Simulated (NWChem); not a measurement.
System: C$_{3}$H$_{5}$F; SMILES C=C(C)F

Output (shortened):

```
             Northwest Computational Chemistry Package (NWChem) 7.3.0
             --------------------------------------------------------

                             Geometry "geometry" -> ""
                             -------------------------

 Output coordinates in angstroms (scale by  1.889725989 to convert to a.u.)

  No.       Tag          Charge          X              Y              Z
 ---- ---------------- ---------- -------------- -------------- --------------
    1 C                    6.0000    -1.06354500    -0.97750600     0.00000000
    2 C                    6.0000    -0.05697000    -0.08999000     0.00000000
    3 C                    6.0000    -0.13788800     1.40067800     0.00000000
    4 F                    9.0000     1.22535900    -0.52970100     0.00000000
    5 H                    1.0000    -2.10507800    -0.63144600     0.00000000
    6 H                    1.0000    -0.85739000    -2.05675800     0.00000000
    7 H                    1.0000     0.37656700     1.81634200     0.89175800
    8 H                    1.0000    -1.18794900     1.74519900     0.00000000
    9 H                    1.0000     0.37656700     1.81634200    -0.89175800

 Effective nuclear repulsion energy (a.u.)     117.1352124178

                              NWChem Property Module
                              ----------------------

                                 NWChem DFT Module
                                 -----------------

 Summary of "ao basis" -> "ao basis" (spherical)
 ------------------------------------------------------------------------------
       Tag                 Description            Shells   Functions and Types
 ---------------- ------------------------------  ------  ---------------------
 C                         def2-svpd                 8       20   4s2p2d
 F                         def2-svpd                 9       23   4s3p2d
 H                         def2-svpd                 4        8   2s2p

            General Information
            -------------------
          SCF calculation type: DFT
          Wavefunction type:  closed shell.
          No. of atoms     :     9
          No. of electrons :    32
           Alpha electrons :    16
            Beta electrons :    16
          Charge           :     0
          Spin multiplicity:     1
          Use of symmetry is: off; symmetry adaption is: off
          Maximum number of iterations: 150
          AO basis - number of functions:   123
                     number of shells:    53
          Convergence on energy requested:  1.00D-06
          Convergence on density requested:  1.00D-05
          Convergence on gradient requested:  5.00D-04

              XC Information
              --------------
                         B3LYP Method XC Potential
                     Hartree-Fock (Exact) Exchange  0.200
                        Slater Exchange Functional  0.800 local
                    Becke 1988 Exchange Functional  0.720 non-local
              Lee-Yang-Parr Correlation Functional  0.810
                  VWN I RPA Correlation Functional  0.190 local

             Grid Information
             ----------------
          Grid used for XC integration:  medium
          Radial quadrature: Mura-Knowles
          Angular quadrature: Lebedev.
          Tag              B.-S. Rad. Rad. Pts. Rad. Cut. Ang. Pts.
          ---              ---------- --------- --------- ---------
          C                   0.70       49          10.0       434
          F                   0.50       49          10.0       434
          H                   0.35       45          11.0       434
          Grid pruning is: on
          Number of quadrature shells:   421
          Spatial weights used:  Erf1

      Superposition of Atomic Density Guess
      -------------------------------------

 Sum of atomic energies:        -214.66879543

      Non-variational initial energy
      ------------------------------

 Total energy =    -216.724490
 1-e energy   =    -524.581346
 2-e energy   =     190.721643
 HOMO         =      -0.287086
 LUMO         =       0.040331

   convergence    iter        energy       DeltaE   RMS-Dens  Diis-err
 ---------------- ----- ----------------- --------- --------- ---------
 d= 0,ls=0.0,diis     1   -216.9371651643 -3.34D+02  1.65D-02  5.70D-01
 d= 0,ls=0.0,diis     2   -216.9174199189  1.97D-02  5.96D-03  8.65D-01
 d= 0,ls=0.0,diis     3   -216.9986473859 -8.12D-02  1.93D-03  4.24D-02
 d= 0,ls=0.0,diis     4   -217.0029719870 -4.32D-03  5.52D-04  5.23D-03
 d= 0,ls=0.0,diis     5   -217.0036047259 -6.33D-04  1.38D-04  5.95D-04
  Resetting Diis
 d= 0,ls=0.0,diis     6   -217.0036571548 -5.24D-05  3.94D-05  1.61D-05
 d= 0,ls=0.0,diis     7   -217.0036590113 -1.86D-06  1.59D-05  9.10D-07
 d= 0,ls=0.0,diis     8   -217.0036589763  3.50D-08  7.95D-06  1.24D-06

         Total DFT energy =     -217.003658976312
      One electron energy =     -527.687158782964
           Coulomb energy =      222.040531977518
    Exchange-Corr. energy =      -28.492244588707
 Nuclear repulsion energy =      117.135212417840

 Numeric. integr. density =       32.000009578739

                       DFT Final Molecular Orbital Analysis
                       ------------------------------------

[...]

 DFT Linear Response polarizability / au
 Frequency  =       0.0773000 / au
 Wavelength =     589.4353558 / nm
              X              Y              Z
 -----------------------------------------------
 X      44.9858276      7.4817240      0.0000000
 Y       7.4817383     49.0515507      0.0000000
 Z       0.0000000      0.0000000     32.1570776
 -----------------------------------------------
 Eigenvalues =      39.2657078     54.7716705     32.1570776
 Isotropic   =      42.0648186
 Anisotropic =      20.0298192
 -----------------------------------------------

 Magnetic Dipole Response Matrix (nonzero elements):

 Exiting AOResponse driver routine
```

Level: B3LYP/def2-SVPD. Geometry: optimised at PBE-D3(BJ)/def2-SVP.

Task: Write an input that gives this output.

Result: This is not unique; one that fits is the input that was run:
```
start job
memory heap 200 mb stack 900 mb global 1100 mb
geometry units angstroms noautosym nocenter noautoz
  C     -1.063545    -0.977506     0.000000
  C     -0.056970    -0.089990     0.000000
  C     -0.137888     1.400678     0.000000
  F      1.225359    -0.529701     0.000000
  H     -2.105078    -0.631446     0.000000
  H     -0.857390    -2.056758     0.000000
  H      0.376567     1.816342     0.891758
  H     -1.187949     1.745199     0.000000
  H      0.376567     1.816342    -0.891758
end
basis spherical
  C library def2-svpd
  F library def2-svpd
  H library def2-svpd
end
dft
  xc b3lyp
  iterations 150
end
property
  response 1 0.0773
end
task dft property
```
